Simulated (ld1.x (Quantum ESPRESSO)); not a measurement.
# Before and after: TM potential for silver

Ag, norm-conserving Troullier–Martins (Kleinman–Bylander form), made with ld1.x (Quantum ESPRESSO) 7.5 (PBE, scalar-relativistic). Core [Kr], reference 4d10 5s1 5p0. Waves: 5s (bound): rc 2.05 bohr; 5p (bound, empty): rc 3.90 bohr; 4d (bound): rc 1.85 bohr; 4f channel at 0.3 Ry: rc 4.15 bohr. Local part: all-electron potential smoothed inside 2.40 bohr (lloc = -1). Core correction: a·sin(br)/r model core, default radius (core density twice the valence density).

Change: all radii but the core radius scaled by about 1.16 (s 2.38, p 4.52, d 2.14, f 4.80 bohr); local potential all-electron potential smoothed inside 2.78 bohr (lloc = -1).

Cutoffs: the cutoffs (Ry, on a coarse ladder) from which the occupation-weighted sum of valence levels, in a spherical-Bessel basis at the reference potential, stays within 10 and 1 mRy of its value at 400 Ry; they do not see the model core or the augmentation charge, which bear on the density cutoff. Errors are all-electron minus pseudo energies relative to the spin-unpolarised reference configuration.

Task: What does the change do?

Result: The potential gets softer (60 Ry and 90 Ry → 50 Ry and 80 Ry); of the 7 tests that both files solve, the error grows in 4 and shrinks in 0 by more than 15 % and 0.3 meV (median size 78.7 → 101.6 meV); neither file shows a bound ghost. A larger radius leaves more room for a smooth pseudo-wave, so fewer plane waves are needed. More of the atom is replaced by a form fitted at one configuration, so other configurations suffer.

```tsv
quantity	base	changed
cutoff, loose	60 Ry	50 Ry
cutoff, tight	90 Ry	80 Ry
loose cutoff by channel (10 mRy a level)	s 6 Ry, d 50 Ry	s 6 Ry, d 45 Ry
bound ghosts	none	none
error for 4d10 5s0 5p0, meV [ΔE 7.76 eV]	-12	-11
error for 4d9 5s0 5p0, meV [ΔE 29.87 eV]	-79	-109
error for 4d8 5s0 5p0, meV [ΔE 66.06 eV]	-442	-537
error for 4d9 5s1 5p1, meV [ΔE 8.57 eV]	-58	-65
error for 4d9 5s1 5p0, meV [ΔE 13.15 eV]	-52	-82
error for 4d7 5s0 5p0, meV [ΔE 117.78 eV]	-1259	-1398
error for 4d9 5s2 5p0, meV [ΔE 4.08 eV]	-83	-102
```
